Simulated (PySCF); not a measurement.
These are TPSSh-D3(BJ)/def2-TZVP // PBE0-D3(BJ)/def2-TZVP in PySCF values and carry that method's errors. Gas-phase values, no solvent. One relaxed conformer stands for a flexible species; it need not be the lowest. Excitations are Tamm–Dancoff values on a coarser integration grid. The basis has no diffuse functions, so Rydberg states are missing or too high.

Reference species (SMILES): `S[Si](S)(S)S` (neutral, multiplicity 1).

```
Quantity           Value
---------------  -------
HOMO–LUMO gap    6.15 eV
S1–T1 gap (TDA)  0.41 eV
```

Changed species: `F[Si](F)(F)S` (1 of 4 F replaced by SH; the reference has 4 of 4 F replaced by SH).

Q: Predict the effect on the HOMO–LUMO gap and S1–T1 gap (TDA).

A: the HOMO–LUMO gap rises by 1.17 eV, to 7.32 eV; the S1–T1 gap (TDA) rises by 0.20 eV, to 0.61 eV.
